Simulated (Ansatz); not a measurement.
Input file for Cu₂ (`[Cu][Cu]`):

```yaml
crystal:
  periodic: [false, false, false]
  atoms:
    - {symbol: Cu, position_ang: [0.000000, 0.000000, -0.032437]}
    - {symbol: Cu, position_ang: [-0.000000, -0.000000, 2.252137]}
basis:
  gaussian: {orbitals: def2-TZVPP}
correlation: {method: ccsd_t, frozen_orbitals: {Cu: 9}}
output: {orbitals: {seedname: orbitals}}
```

```sh
$ ansatz run in.yaml --threads 4 --pin off --events-out ev --progress --plain --max-ram 10444MiB
```

Log, shortened:

```
Functional definition: HF
  name "HF"
  cite "Fock, Z. Phys. 61, 126 (1930) doi:10.1007/BF01340294"
  parent pbe
  exchange = exact_x
  correlation = 0
912 factors; integrals over basis functions are off by at most 8.1e-4 eV
mean field evaluation 1: about -89188.1089 eV, gradient 9.1e1 eV
mean field evaluation 2: about -89188.1854 eV, gradient 9.1e1 eV
mean field evaluation 4: about -89195.1137 eV, gradient 4.2e0 eV
mean field evaluation 8: about -89195.1736 eV, gradient 3.2e-1 eV
mean field evaluation 16: about -89195.1744 eV, gradient 3.4e-6 eV
mean field -89195.17443847 eV, -3277.8622019529 hartree, gradient 3.4e-6 eV, S^2 0.000000; 0 other end points of the search recorded, 0 dependent functions left out
18 core orbitals not correlated: weight in the atoms' cores, before any rotation towards them, 1.000 or more for the frozen orbitals, at most 0.000 for the correlated occupied ones
reference -89195.17443847 eV, -3277.8622019529 hartree; 11, 11 occupied and 99, 99 virtual orbitals, 912 factors
second order -27.48905612 eV of doubles, -0.00000000 eV of singles
cycle   1  -22.26871672 eV  change     5.2e0 eV  update   2.3e-1
cycle   2  -23.76253238 eV  change    -1.5e0 eV  update   1.5e-1
cycle   3  -24.05607744 eV  change   -2.9e-1 eV  update   3.7e-2
cycle   4  -23.98366139 eV  change    7.2e-2 eV  update   1.6e-2
cycle   5  -23.95581830 eV  change    2.8e-2 eV  update   7.4e-3
cycle   6  -23.95733422 eV  change   -1.5e-3 eV  update   4.0e-3
cycle   7  -23.96208379 eV  change   -4.7e-3 eV  update   3.0e-3
cycle   8  -23.96056214 eV  change    1.5e-3 eV  update   1.7e-3
cycle   9  -23.96036079 eV  change    2.0e-4 eV  update   9.6e-4
cycle  10  -23.96163400 eV  change   -1.3e-3 eV  update   4.2e-4
cycle  11  -23.96131644 eV  change    3.2e-4 eV  update   2.0e-4
cycle  12  -23.96098119 eV  change    3.4e-4 eV  update   8.3e-5
cycle  13  -23.96109226 eV  change   -1.1e-4 eV  update   4.4e-5
cycle  14  -23.96110033 eV  change   -8.1e-6 eV  update   1.4e-5
perturbative correction -1.12256155 eV, -0.0412533762 hartree
Total energy: -89220.25810035 eV, -3278.7840095248 hartree
```

Hardware: 4 threads of an Arm Neoverse V1 on a shared host. Wall time 2.3 s, peak host memory 0.43 GiB.

Correlation energy per correlated electron: -1.140 eV. T1 diagnostic: 0.0267.
